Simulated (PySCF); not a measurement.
Gas-phase reaction: 2 HfCl4 + O2 + 2 H2O = 2 HfCl2(OH)2 + 4 Cl

Computed with PySCF and rigid-rotor harmonic-oscillator thermochemistry at 1 bar. † marks an energy on the PBE0/def2-TZVP geometry and frequencies; other levels use their own. MP2 and CCSD(T) freeze the core. Open shells (unrestricted): O2 (multiplicity 3), Cl (multiplicity 2); the rest are closed-shell singlets. Spin-orbit splitting is ignored; it lowers the true energy and changes the entropy of Cl. B3LYP is the form with VWN-RPA correlation. Hf: scalar-relativistic def2 core potential, no spin-orbit coupling. HfCl2(OH)2: computed as isolated molecules; such fragments, hydroxides, amides, oligomers or adducts are transient or little studied in the gas. MP2 isn't extrapolated to the basis-set limit. CCSD(T) isn't extrapolated to the basis-set limit.

| level | ΔH°(298 K), kJ |
|---|---|
| B3LYP/def2-TZVP† | 421 |
| BLYP/def2-TZVP† | 439 |
| CCSD(T)/def2-TZVPP† | 409 |
| MP2/def2-SVP† | [?] |
| PBE/def2-SVP | [?] |
| PBE/def2-TZVP† | 519 |
| PBE0/def2-QZVP† | 477 |
| PBE0/def2-SVP† | [?] |
| PBE0/def2-TZVP | [?] |
| ωB97X-V/def2-TZVP† | 453 |

Q: Complete the blanks.

A: 
- MP2/def2-SVP†, ΔH°(298 K), kJ: 365
- PBE/def2-SVP, ΔH°(298 K), kJ: 494
- PBE0/def2-SVP†, ΔH°(298 K), kJ: 449
- PBE0/def2-TZVP, ΔH°(298 K), kJ: 480
